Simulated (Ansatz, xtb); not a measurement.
Two isomers of C5H6F2

Structure a: `C=C(F)/C=C(/C)F`, a singlet. Structure b: `FC1=C[C@H](F)CC1`, a singlet. Both are isolated molecules in the gas phase, relaxed with B3LYP-D3(BJ)/def2-SVP; the shapes shown needn't be the lowest conformers.

a (Å):

```xyz
13

C    -1.9102    1.5414    1.2129
C    -0.7565    1.5947    0.5317
C    -0.3654    0.6830   -0.5323
C     0.7721    0.6877   -1.2497
C     1.1396   -0.2645   -2.3349
F     0.1349    2.5547    0.8289
F     1.7273    1.6035   -1.0362
H    -2.6470    0.7707    0.9878
H    -2.1214    2.2683    1.9979
H    -1.0903   -0.0967   -0.7706
H     1.3210    0.2829   -3.2753
H     2.0772   -0.7869   -2.0803
H     0.3497   -1.0083   -2.5008
```

b (Å):

```xyz
13

C    -0.9690    1.0737   -1.5743
C    -0.3980    2.0694   -0.8889
C     0.6056    1.4949    0.0674
C     0.2700   -0.0094    0.1087
C    -0.5205   -0.3025   -1.1831
F    -1.8566    1.2135   -2.5552
F     1.9017    1.6886   -0.4263
H    -0.5612    3.1341   -1.0533
H     0.5899    1.9605    1.0666
H     1.1907   -0.6006    0.2108
H    -0.3623   -0.2130    0.9862
H    -1.3727   -0.9838   -1.0302
H     0.1023   -0.7401   -1.9828
```

Quicker runs give these differences E(b) − E(a): GFN2-xTB −92.8 kJ/mol; HF/STO-3G −158.1 kJ/mol (at GFN2-xTB geometries); r2SCAN-D4/def2-SVP −45.1 kJ/mol (at GFN2-xTB geometries).

Q: Estimate E(b) − E(a) at the level CCSD(T)/def2-SVP + ΔMP2/def2-TZVPP.

A: Calculated at CCSD(T)/def2-SVP + ΔMP2/def2-TZVPP: E(b) − E(a) = −57.6 kJ/mol, so structure b lies lower.

The same difference at several levels:

| level | geometry | E(b) − E(a) (kJ/mol) | departure from the last row (kJ/mol) | job, with rough time for the two |
| --- | --- | --- | --- | --- |
| GFN2-xTB | GFN2-xTB | −92.8 | −35.2 | optimisation, 0.12 s |
| HF/STO-3G | GFN2-xTB | −158.1 | −100.4 | single point, 0.34 s |
| r2SCAN-D4/def2-SVP | GFN2-xTB | −45.1 | +12.5 | single point, 2.6 s |
| B3LYP-D3(BJ)/def2-SVP | B3LYP-D3(BJ)/def2-SVP | −40.7 | +16.9 | optimisation, 27 s |
| HF/def2-SVP | B3LYP-D3(BJ)/def2-SVP | −50.7 | +6.9 | part of the CCSD(T) run |
| MP2/def2-SVP | B3LYP-D3(BJ)/def2-SVP | −60.1 | −2.5 | part of the CCSD(T) run |
| CCSD(T)/def2-SVP | B3LYP-D3(BJ)/def2-SVP | −52.5 | +5.1 | single point |
| CCSD(T)/def2-SVP + ΔMP2/def2-TZVPP | B3LYP-D3(BJ)/def2-SVP | −57.6 |  | single point, 38 s |

As drawn, b has 2 C–C in place of 1 C=C. Structure a has no ring, b a 5-membered ring.

None of the levels shown reverses the order. The largest departure from CCSD(T)/def2-SVP + ΔMP2/def2-TZVPP is that of HF/STO-3G, 100.4 kJ/mol. The last row adds to CCSD(T) the change of the MP2 difference between the two basis sets, here −5.1 kJ/mol.

With thermal terms from frequencies at re-optimised GFN2-xTB minima (ideal gas, soft modes damped towards free rotors, one conformer each, 298.15 K, 1 atm): the zero-point term adds +9.7 kJ/mol; ΔH is −51.8 and ΔG −43.5 kJ/mol.

The correlated steps freeze 7 core orbitals. Mirror images aren't counted in ΔG. Run with Ansatz 0.2.0, xtb 6.7.1; the last row on 2 threads of Intel(R) Xeon(R) 6975P-C (Granite Rapids) on a shared host.
